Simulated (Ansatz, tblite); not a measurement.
Removing and adding an electron: `Cn1cccc1-c1ccc(-c2ccc(-c3cccn3C)n2C)n1C`. Charge 0, multiplicity 1. Geometry: PBE-D4/def2-SVP. Ansatz, gas phase; energy differences of separate SCF runs; the oxidised species was run as a doublet alone; the reduced species was run as a doublet alone.

```xyz
46

C     1.031   -5.674    0.722
N     1.652   -5.009   -0.407
C     2.643   -5.565   -1.186
C     3.020   -4.640   -2.154
C     2.220   -3.482   -1.958
C     1.368   -3.725   -0.869
C     0.339   -2.888   -0.269
C    -0.959   -3.210    0.156
C    -1.559   -2.026    0.652
C    -0.628   -0.989    0.525
C    -0.754    0.397    0.961
C    -1.115    0.879    2.224
C    -1.181    2.292    2.144
C    -0.861    2.664    0.829
C    -0.766    3.984    0.221
C     0.200    4.520   -0.645
C    -0.160    5.867   -0.921
C    -1.334    6.126   -0.222
N    -1.702    4.987    0.461
C    -2.892    4.876    1.280
N    -0.610    1.496    0.116
C    -0.408    1.415   -1.317
N     0.530   -1.530   -0.030
C     1.788   -0.823   -0.166
H     0.708   -4.924    1.468
H     0.140   -6.265    0.419
H     1.763   -6.359    1.192
H     3.008   -6.578   -0.983
H     3.787   -4.791   -2.922
H     2.227   -2.569   -2.563
H    -1.429   -4.194    0.058
H    -2.577   -1.904    1.038
H    -1.278    0.251    3.106
H    -1.382    2.988    2.966
H     1.089    3.991   -1.004
H     0.379    6.577   -1.558
H    -1.945    7.034   -0.160
H    -3.682    5.536    0.872
H    -2.701    5.166    2.336
H    -3.257    3.831    1.272
H     0.659    1.531   -1.600
H    -0.763    0.430   -1.676
H    -0.979    2.218   -1.819
H     2.628   -1.512    0.047
H     1.809    0.018    0.553
H     1.936   -0.418   -1.189
```

The xTB rows come from tblite. B3LYP takes the VWN-RPA correlation. Single mean-field runs in def2-TZVP are fitted with def2-universal-jkfit.

```json
{"level": "GFN1-xTB", "−HOMO (eV)": "9.95", "vertical IE (eV)": "11.77", "−LUMO (eV)": "7.05", "vertical EA (eV)": "5.22", "HOMO–LUMO gap (eV)": "2.90", "IE − EA (eV)": "6.55", "remarks": "–"}
{"level": "GFN2-xTB", "−HOMO (eV)": "9.00", "vertical IE (eV)": "10.86", "−LUMO (eV)": "6.04", "vertical EA (eV)": "4.19", "HOMO–LUMO gap (eV)": "2.95", "IE − EA (eV)": "6.67", "remarks": "–"}
{"level": "PBE0-D4/def2-TZVP", "−HOMO (eV)": "4.97", "vertical IE (eV)": "6.17", "−LUMO (eV)": "0.34", "vertical EA (eV)": "-0.73", "HOMO–LUMO gap (eV)": "4.62", "IE − EA (eV)": "6.90", "remarks": "HOMO above zero (-1 doublet)"}
```

Estimate the rows for PBE-D4/def2-TZVP, B3LYP-D4/def2-TZVP.


| level | −HOMO (eV) | vertical IE (eV) | −LUMO (eV) | vertical EA (eV) | HOMO–LUMO gap (eV) | IE − EA (eV) | remarks |
| --- | --- | --- | --- | --- | --- | --- | --- |
| PBE-D4/def2-TZVP | 4.15 | 5.92 | 1.12 | -0.48 | 3.03 | 6.40 | HOMO above zero (-1 doublet) |
| B3LYP-D4/def2-TZVP | 4.78 | 6.15 | 0.51 | -0.63 | 4.27 | 6.78 | HOMO above zero (-1 doublet) |

Relaxing the oxidised species (PBE-D4/def2-SVP) changes its energy by -0.24 eV at PBE-D4/def2-TZVP, so the adiabatic ionisation energy to this nearest minimum is 5.68 eV. At PBE0-D4/def2-TZVP it is 5.87 eV.  Relaxing the reduced species (PBE-D4/def2-SVP) changes its energy by -0.20 eV at PBE-D4/def2-TZVP, so the adiabatic electron affinity to this nearest minimum is -0.28 eV. At PBE0-D4/def2-TZVP it is -0.56 eV. The highest occupied level of the relaxed charge -1 doublet lies above zero (up to 1.72 eV). By energy differences, losing it releases 0.28 eV (each at its own geometry, to the charge 0 singlet, at PBE-D4/def2-TZVP).     A HOMO above zero means that the electron is unbound at that level or that self-interaction error raises the level; the energy of removing that electron tells which. Raw xTB energy differences between charge states are shifted by several eV; the methods need an empirical correction for them. Sets without diffuse functions give affinities that are too small. A negative affinity means that the extra electron isn't bound; its size then hangs on the basis.
